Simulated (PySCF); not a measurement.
C2H5ClSi2, SMILES [SiH2]1[SiH2]C(Cl)=C1.

Geometry: r2SCAN-D4/def2-SVP. The structure was generated by enumeration, and PubChem lists no compound with its InChIKey, so it may never have been made.

All values below come from r2SCAN-D4/def2-SVP in PySCF 2.14.0.

Frequencies are harmonic and unscaled.

Computed harmonic wavenumbers and intensities:
```csv
mode,ν (cm⁻¹),IR (km/mol),moving atoms (share of kinetic energy)
1,119,0.1,"C 43 %, H 31 %, Si 14 %, Cl 12 %"
2,232,1.4,"Si 36 %, Cl 31 %, C 23 %, H 10 %"
3,295,0.1,"H 50 %, C 46 %"
4,345,11.4,"Si 48 %, Cl 41 %"
5,422,14.0,"H 87 %, C 10 %"
6,429,0.9,"Si 78 %, H 14 %"
7,530,24.9,"C 40 %, Si 36 %, Cl 18 %"
8,561,0.0,"H 72 %, Si 22 %"
9,634,10.5,H 89 %
10,666,63.5,"H 85 %, Si 9 %"
11,669,17.8,"H 74 %, C 22 %"
12,724,20.4,"H 58 %, C 27 %, Si 14 %"
13,785,92.5,"H 50 %, C 28 %, Si 21 %"
14,874,52.4,"H 73 %, C 27 %"
15,886,78.3,"C 59 %, H 33 %"
16,942,192.7,H 93 %
17,952,42.1,"H 79 %, C 12 %"
18,1170,41.9,"H 62 %, C 37 %"
19,1543,74.5,C 98 %
20,2209,150.4,H 98 %
21,2214,48.3,H 96 %
22,2219,68.5,H 98 %
23,2228,135.2,H 96 %
24,3155,2.3,"H 91 %, C 9 %"
```
